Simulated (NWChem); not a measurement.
System: C2H4FNOSi; SMILES O[SiH2][C@H](F)C#N

```xyz
10

N      0.7832     2.7668    -0.0791
C      0.2185     1.7843     0.1596
C     -0.4294     0.5076     0.4257
F     -1.6255     0.4063    -0.2631
Si     0.6727    -0.9715    -0.1252
O     -0.1088    -2.3794     0.2655
H     -0.6403     0.4369     1.5080
H      0.8826    -0.8115    -1.5918
H      1.9388    -0.9334     0.6470
H     -0.8989    -2.6021    -0.2363
```
Atoms are numbered in this order, from 1.

All runs: NWChem. The geometry was optimised at PBE0/def2-SVP. Level: PBE0/def2-SVP with SMD (1 M gas to 1 M solution), gas-phase geometry. Reactions with the solvent are ignored.

| solvent | dielectric constant | solvation free energy (kcal/mol) | cavity-dispersion-structure term (kcal/mol) | dipole in solution (D) |
|---|---|---|---|---|
| water | 78.4 | -5.3 | 5.3 | 3.99 |
| chloroform | 4.71 | -6.0 | 1.0 | 3.85 |
| tetrahydrofuran | 7.43 | -5.7 | 0.9 | 3.89 |
| acetone | 20.5 | -6.9 | 0.8 | 3.99 |
| N,N-dimethylformamide | 37.2 | -6.2 | 1.4 | 4.00 |
| 1-octanol | 9.86 | -6.5 | 2.7 | 3.92 |
| methanol | 32.6 | -7.6 | 2.7 | 3.97 |
